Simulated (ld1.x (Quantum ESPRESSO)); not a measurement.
# germanium, ultrasoft: configuration errors across variants

ld1.x (Quantum ESPRESSO) 7.5 input, shortened:

```
&input
   title='Ge', zed=32., rel=1, dft='PZ', iswitch=3,
   config='[Ar] 3d10 4s2 4p1'
 /
 &inputp
   pseudotype=3, tm=.true., lloc=-1, rcloc=0.75,
   nlcc=.false.
 /
6
3S  1  0   2.00   0.00  0.95  1.15  0.0
4S  2  0   2.00   0.00  0.95  1.15  0.0
3P  2  1   6.00   0.00  0.90  0.95  0.0
4P  3  1   1.00   0.00  0.90  0.95  0.0
3D  3  2  10.00   0.00  0.85  1.15  0.0
3D  3  2   0.00  -0.90  0.85  1.15  0.0
 &test
   configts(1)='3s2 3p6 3d10 4s2 4p1'
 /
```

All-electron excitation energies from the reference (eV): (1) 3s2 3p6 3d10 4s2 4p2 -7.636; (2) 3s2 3p6 3d10 4s2 4p0 15.716; (3) 3s2 3p6 3d10 4s1 4p0 50.934; (4) 3s2 3p5 3d10 4s2 4p2 117.824; (5) 3s2 3p6 3d10 4s2 4p2.3 -8.564; (6) 3s2 3p6 3d10 4s1 4p2 8.777; (7) 3s2 3p6 3d10 4s0 4p4 8.723; (8) 3s2 3p6 3d10 4s2 4p1 spin -0.185; (9) 3s2 3p6 3d10 4s2 4p2 spin -8.200.

Spin tests fill each open shell by Hund’s rule, majority spin first.

The overlap operator is not positive definite (basis up to 400 Ry) in “base”, “wave 3d channel at -0.9 Ry: rcut 0.85, rcutus 1.15 bohr becomes 3d channel at -2.7 Ry: rcut 0.85, rcutus 1.15 bohr”, “wave 3d channel at -0.9 Ry: rcut 0.85, rcutus 1.15 bohr becomes 3d channel at -2.65 Ry: rcut 0.85, rcutus 1.15 bohr”, “wave 3d channel at -0.9 Ry: rcut 0.85, rcutus 1.15 bohr becomes 3d channel at -2.53 Ry: rcut 0.85, rcutus 1.15 bohr”, “wave 3d channel at -0.9 Ry: rcut 0.85, rcutus 1.15 bohr becomes 3d channel at -2.05 Ry: rcut 0.85, rcutus 1.15 bohr”, “wave 3d channel at -0.9 Ry: rcut 0.85, rcutus 1.15 bohr becomes 3d channel at -1.75 Ry: rcut 0.85, rcutus 1.15 bohr”, “wave 3d channel at -0.9 Ry: rcut 0.85, rcutus 1.15 bohr becomes 3d channel at -1.11 Ry: rcut 0.85, rcutus 1.15 bohr”, “wave 3d channel at -0.9 Ry: rcut 0.85, rcutus 1.15 bohr becomes 3d channel at -0.44 Ry: rcut 0.85, rcutus 1.15 bohr”, “wave 3d channel at -0.9 Ry: rcut 0.85, rcutus 1.15 bohr becomes 3d channel at 0.98 Ry: rcut 0.85, rcutus 1.15 bohr”, “wave 3d channel at -0.9 Ry: rcut 0.85, rcutus 1.15 bohr becomes 3d channel at 4 Ry: rcut 0.85, rcutus 1.15 bohr”. Such files are unfit for use, however small their errors in these radial tests.

Tests that are not counted but printed errors over 1 eV. “wave 3d channel at -0.9 Ry: rcut 0.85, rcutus 1.15 bohr becomes 3d channel at -1.11 Ry: rcut 0.85, rcutus 1.15 bohr”: 3s2 3p6 3d10 4s1 4p2 (solver errors, printed error +1.7 eV).

The file “base” misses its own reference levels by 4.2 eV. The file “wave 3d channel at -0.9 Ry: rcut 0.85, rcutus 1.15 bohr becomes 3d channel at -2.7 Ry: rcut 0.85, rcutus 1.15 bohr” misses its own reference levels by 4.2 eV. The file “wave 3d channel at -0.9 Ry: rcut 0.85, rcutus 1.15 bohr becomes 3d channel at -2.65 Ry: rcut 0.85, rcutus 1.15 bohr” misses its own reference levels by 4.2 eV. The file “wave 3d channel at -0.9 Ry: rcut 0.85, rcutus 1.15 bohr becomes 3d channel at -2.53 Ry: rcut 0.85, rcutus 1.15 bohr” misses its own reference levels by 4.2 eV. The file “wave 3d channel at -0.9 Ry: rcut 0.85, rcutus 1.15 bohr becomes 3d channel at -2.05 Ry: rcut 0.85, rcutus 1.15 bohr” misses its own reference levels by 4.2 eV. The file “wave 3d channel at -0.9 Ry: rcut 0.85, rcutus 1.15 bohr becomes 3d channel at -1.75 Ry: rcut 0.85, rcutus 1.15 bohr” misses its own reference levels by 4.2 eV. The file “wave 3d channel at -0.9 Ry: rcut 0.85, rcutus 1.15 bohr becomes 3d channel at -1.11 Ry: rcut 0.85, rcutus 1.15 bohr” misses its own reference levels by 4.2 eV. The file “wave 3d channel at -0.9 Ry: rcut 0.85, rcutus 1.15 bohr becomes 3d channel at -0.44 Ry: rcut 0.85, rcutus 1.15 bohr” misses its own reference levels by 4.2 eV. The file “wave 3d channel at -0.9 Ry: rcut 0.85, rcutus 1.15 bohr becomes 3d channel at 0.98 Ry: rcut 0.85, rcutus 1.15 bohr” misses its own reference levels by 4.1 eV. The file “wave 3d channel at -0.9 Ry: rcut 0.85, rcutus 1.15 bohr becomes 3d channel at 4 Ry: rcut 0.85, rcutus 1.15 bohr” misses its own reference levels by 4.5 eV.

Errors AE − PS in meV (a dash: test not solved or not reliable):

```csv
change,(1),(2),(3),(4),(5),(6),(7),(8),(9),bound ghosts
base,-295,+933,+4748,-5443,-295,+1735,+3012,+20,-261,not determined (overlap not positive)
"wave 3d channel at -0.9 Ry: rcut 0.85, rcutus 1.15 bohr becomes 3d channel at -2.7 Ry: rcut 0.85, rcutus 1.15 bohr",-295,+934,+4749,-5417,-296,+1735,+3011,+20,-261,not determined (overlap not positive)
"wave 3d channel at -0.9 Ry: rcut 0.85, rcutus 1.15 bohr becomes 3d channel at -2.65 Ry: rcut 0.85, rcutus 1.15 bohr",-295,+934,+4749,-5423,-296,+1735,+3011,+20,-261,not determined (overlap not positive)
"wave 3d channel at -0.9 Ry: rcut 0.85, rcutus 1.15 bohr becomes 3d channel at -2.53 Ry: rcut 0.85, rcutus 1.15 bohr",-295,+933,+4749,-5430,-296,+1735,+3011,+20,-261,not determined (overlap not positive)
"wave 3d channel at -0.9 Ry: rcut 0.85, rcutus 1.15 bohr becomes 3d channel at -2.05 Ry: rcut 0.85, rcutus 1.15 bohr",-295,+933,+4748,-5437,-295,+1735,+3012,+20,-261,not determined (overlap not positive)
"wave 3d channel at -0.9 Ry: rcut 0.85, rcutus 1.15 bohr becomes 3d channel at -1.75 Ry: rcut 0.85, rcutus 1.15 bohr",-295,+933,+4748,-5439,-295,+1735,+3012,+20,-261,not determined (overlap not positive)
"wave 3d channel at -0.9 Ry: rcut 0.85, rcutus 1.15 bohr becomes 3d channel at -1.11 Ry: rcut 0.85, rcutus 1.15 bohr",-295,+933,+4748,-5443,-295,–,+3012,+20,-261,not determined (overlap not positive)
"wave 3d channel at -0.9 Ry: rcut 0.85, rcutus 1.15 bohr becomes 3d channel at -0.44 Ry: rcut 0.85, rcutus 1.15 bohr",-295,+933,+4749,-5442,-295,+1735,+3012,+20,-261,not determined (overlap not positive)
"wave 3d channel at -0.9 Ry: rcut 0.85, rcutus 1.15 bohr becomes 3d channel at 0.98 Ry: rcut 0.85, rcutus 1.15 bohr",-300,+946,+4760,-5425,-302,+1725,+2994,+21,-265,not determined (overlap not positive)
"wave 3d channel at -0.9 Ry: rcut 0.85, rcutus 1.15 bohr becomes 3d channel at 4 Ry: rcut 0.85, rcutus 1.15 bohr",-289,+918,+4732,-6231,-288,+1745,+3031,+19,-256,not determined (overlap not positive)
```

**Question.** Give the same row for: wave 3d channel at -0.9 Ry: rcut 0.85, rcutus 1.15 bohr becomes 3d channel at -2.42 Ry: rcut 0.85, rcutus 1.15 bohr.

**Answer.** -295, +933, +4748, -5433, -296, +1735, +3012, +20, -261; bound ghosts: not determined (overlap not positive). Its overlap operator is not positive definite in a basis up to 400 Ry (lowest eigenvalue s -0.08, p -0.0042), so the file is unfit for use: the generalised eigenproblem breaks down once the basis is large enough, and its test numbers describe a broken file.
